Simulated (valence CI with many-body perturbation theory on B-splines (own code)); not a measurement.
Forbidden lines of Ta XXXIII

Level of theory: relativistic CI+MBPT: five valence electrons over a frozen Dirac-Fock core [Kr], a basis of 7 s, 7 p, 8 d, 6 f, 4 g, 1 h functions for each j, with the one-electron correlation potential Σ1 (screened to all orders), the two-electron term Σ2, the three-electron term Σ3, Breit, model QED; selected single and double excitations, second order for the rest, scaled by the run's own slope (own B-spline code, finite nucleus).

No measured spectrum was set against this ion. As an estimate, large intervals hold to a few tenths of a per cent, small ones and those within an open d or f shell to about a per cent. The list stops below the first excitations out of the core.

Lines 1 to 50 of 120 in falling wavelength, among levels below 121.791 eV, chosen from the decays that carry over 1 % of a level's rate. Wavelengths and rates use the calculated energies. Electric multipoles are in the length gauge, E1 and E2 with the static RPA response of the core. S is in atomic units (e²a₀⁴ for E2 and M2, e²a₀⁶ for E3), for M1 in squared Bohr magnetons. Weak lines are less certain than strong ones. Lines between different terms over intervals too small for the method are left out, as are lines whose strength nearly cancels.

Levels are named by their leading jj configuration (3d3/2^4 stands for four electrons in 3d with j = 3/2), which in mixed levels can hold well under half, so a name can repeat and another be missing. Letters in brackets count levels of one name in rising energy.

```csv
λ vac (nm),Upper,Lower,Type,A (s⁻¹),S (a.u.)
1332,(4d3/2^3 4d5/2^2) J=11/2,(4d3/2^3 4d5/2^2) J=7/2 [a],E2,2.70e-07,1.21e-03
863.2,(4d3/2^3 4d5/2^2) J=9/2,(4d3/2^3 4d5/2^2) J=11/2,M1,1.56e+01,3.73e+00
644.7,(4d3/2^3 4d5/2^2) J=7/2 [b],(4d3/2^3 4d5/2^2) J=5/2 [b],M1,2.86e+01,2.27e+00
523.8,(4d3/2^3 4d5/2^2) J=9/2,(4d3/2^3 4d5/2^2) J=7/2 [a],M1,8.16e+01,4.35e+00
439.6,(4d3/2^3 4d5/2^2) J=5/2 [b],(4d3/2^3 4d5/2^2) J=3/2 [a],M1,1.12e+02,2.12e+00
341.4,(4d3/2^3 4d5/2^2) J=1/2,(4d3/2^3 4d5/2^2) J=3/2 [a],M1,6.92e+02,2.04e+00
273.7,(4d3/2^3 4d5/2^2) J=7/2 [a],(4d3/2^3 4d5/2^2) J=5/2 [a],M1,5.33e+02,3.24e+00
237.7,(4d3/2^3 4d5/2^2) J=7/2 [b],(4d3/2^3 4d5/2^2) J=7/2 [a],M1,1.83e+02,7.29e-01
202.6,(4d3/2^2 4d5/2^3) J=1/2 [a],(4d3/2^3 4d5/2^2) J=3/2 [b],M1,1.22e+03,7.50e-01
199.7,(4d3/2^3 4d5/2^2) J=3/2 [b],(4d3/2^3 4d5/2^2) J=1/2,M1,1.70e+02,2.00e-01
199.3,(4d3/2^2 4d5/2^3) J=1/2 [b],(4d3/2^2 4d5/2^3) J=3/2 [a],M1,1.23e+03,7.24e-01
192.5,(4d3/2^2 4d5/2^3) J=7/2 [b],(4d3/2^2 4d5/2^3) J=7/2 [a],M1,3.74e+02,7.92e-01
187.3,(4d3/2^2 4d5/2^3) J=9/2 [c],(4d3/2^2 4d5/2^3) J=9/2 [b],M1,1.12e+03,2.74e+00
176.6,(4d3/2^3 4d5/2^2) J=3/2 [b],(4d3/2^3 4d5/2^2) J=5/2 [b],M1,4.45e+02,3.63e-01
166.4,(4d3/2^2 4d5/2^3) J=5/2 [b],(4d3/2^3 4d5/2^2) J=3/2 [b],M1,1.23e+03,1.26e+00
158.5,(4d3/2^3 4d5/2^2) J=5/2 [b],(4d3/2^3 4d5/2^2) J=5/2 [a],M1,3.07e+03,2.72e+00
147.5,(4d3/2^2 4d5/2^3) J=3/2 [c],(4d3/2^2 4d5/2^3) J=1/2 [b],M1,7.43e+02,3.54e-01
126.0,(4d3/2^3 4d5/2^2) J=3/2 [b],(4d3/2^3 4d5/2^2) J=3/2 [a],M1,1.20e+03,3.54e-01
121.0,(4d3/2^2 4d5/2^3) J=3/2 [b],(4d3/2^2 4d5/2^3) J=5/2 [a],M1,8.28e+02,2.17e-01
120.4,(4d3/2^2 4d5/2^3) J=9/2 [a],(4d3/2^3 4d5/2^2) J=7/2 [b],M1,3.21e+03,2.08e+00
115.4,(4d3/2^2 4d5/2^3) J=3/2 [c],(4d3/2^2 4d5/2^3) J=5/2 [c],M1,1.26e+03,2.87e-01
114.0,(4d3/2^2 4d5/2^3) J=5/2 [c],(4d3/2^3 4d5/2^2) J=3/2 [b],M1,8.01e+03,2.64e+00
113.0,(4d3/2^2 4d5/2^3) J=7/2 [a],(4d3/2^3 4d5/2^2) J=5/2 [b],M1,6.34e+03,2.71e+00
108.0,(4d3/2^2 4d5/2^3) J=3/2 [b],(4d3/2^3 4d5/2^2) J=3/2 [b],M1,2.50e+02,4.67e-02
107.4,(4d3/2^2 4d5/2^3) J=5/2 [a],(4d3/2^3 4d5/2^2) J=7/2 [a],M1,5.92e+03,1.63e+00
107.0,(4d3/2^3 4d5/2^2) J=5/2 [a],(4d3/2^4 4d5/2) J=5/2,M1,3.08e+04,8.40e+00
104.2,(4d3/2^2 4d5/2^3) J=7/2 [a],(4d3/2^3 4d5/2^2) J=9/2,M1,9.50e+03,3.19e+00
100.6,(4d3/2^2 4d5/2^3) J=1/2 [a],(4d3/2^3 4d5/2^2) J=1/2,M1,1.78e+04,1.34e+00
100.5,(4d3/2 4d5/2^4) J=7/2 [a],(4d3/2^2 4d5/2^3) J=5/2 [c],M1,5.75e+03,1.73e+00
98.91,(4d3/2^2 4d5/2^3) J=11/2,(4d3/2^3 4d5/2^2) J=9/2,M1,4.13e+03,1.78e+00
98.80,(4d3/2^2 4d5/2^3) J=5/2 [b],(4d3/2^3 4d5/2^2) J=7/2 [b],M1,4.54e+03,9.74e-01
96.48,(4d3/2 4d5/2^4) J=5/2 [a],(4d3/2^2 4d5/2^3) J=3/2 [a],M1,7.00e+03,1.40e+00
93.94,(4d3/2^2 4d5/2^3) J=3/2 [a],(4d3/2^3 4d5/2^2) J=1/2,M1,3.01e+03,3.71e-01
93.85,(4d3/2^2 4d5/2^3) J=1/2 [b],(4d3/2^3 4d5/2^2) J=3/2 [b],M1,5.38e+02,3.30e-02
91.97,(4d3/2 4d5/2^4) J=7/2 [a],(4d3/2^2 4d5/2^3) J=9/2 [b],M1,6.09e+03,1.41e+00
91.53,(4d3/2 4d5/2^4) J=3/2 [a],(4d3/2^2 4d5/2^3) J=5/2 [c],M1,7.59e+03,8.63e-01
88.74,(4d3/2^2 4d5/2^3) J=11/2,(4d3/2^3 4d5/2^2) J=11/2,M1,2.42e+04,7.54e+00
88.50,(4d3/2^2 4d5/2^3) J=3/2 [a],(4d3/2^3 4d5/2^2) J=5/2 [b],M1,1.28e+04,1.32e+00
86.92,(4d3/2^2 4d5/2^3) J=7/2 [a],(4d3/2^3 4d5/2^2) J=7/2 [a],M1,1.48e+04,2.88e+00
85.67,(4d3/2^2 4d5/2^3) J=5/2 [b],(4d3/2^3 4d5/2^2) J=5/2 [b],M1,1.82e+04,2.55e+00
85.31,(4d3/2 4d5/2^4) J=11/2,(4d3/2^2 4d5/2^3) J=9/2 [b],M1,5.94e+03,1.64e+00
85.03,(4d3/2^2 4d5/2^3) J=9/2 [a],(4d3/2^3 4d5/2^2) J=11/2,M1,9.57e+03,2.18e+00
83.58,(4d3/2^2 4d5/2^3) J=9/2 [b],(4d3/2^3 4d5/2^2) J=7/2 [b],M1,4.91e+03,1.06e+00
83.52,(4d3/2^3 4d5/2^2) J=3/2 [b],(4d3/2^3 4d5/2^2) J=5/2 [a],M1,1.12e+03,9.70e-02
81.48,(4d3/2^2 4d5/2^3) J=5/2 [d],(4d3/2^2 4d5/2^3) J=5/2 [b],M1,4.60e+03,5.53e-01
80.04,(4d3/2^2 4d5/2^3) J=7/2 [b],(4d3/2^3 4d5/2^2) J=7/2 [b],M1,5.18e+03,7.87e-01
80.00,(4d3/2^2 4d5/2^3) J=3/2 [c],(4d3/2^2 4d5/2^3) J=1/2 [a],M1,2.82e+02,2.14e-02
79.93,(4d3/2^2 4d5/2^3) J=9/2 [a],(4d3/2^3 4d5/2^2) J=7/2 [a],M1,1.48e+04,2.79e+00
79.08,(4d3/2^2 4d5/2^3) J=5/2 [d],(4d3/2^2 4d5/2^3) J=3/2 [a],M1,1.46e+03,1.60e-01
78.64,(4d3/2 4d5/2^4) J=7/2 [a],(4d3/2^2 4d5/2^3) J=5/2 [b],M1,1.54e+04,2.22e+00
```
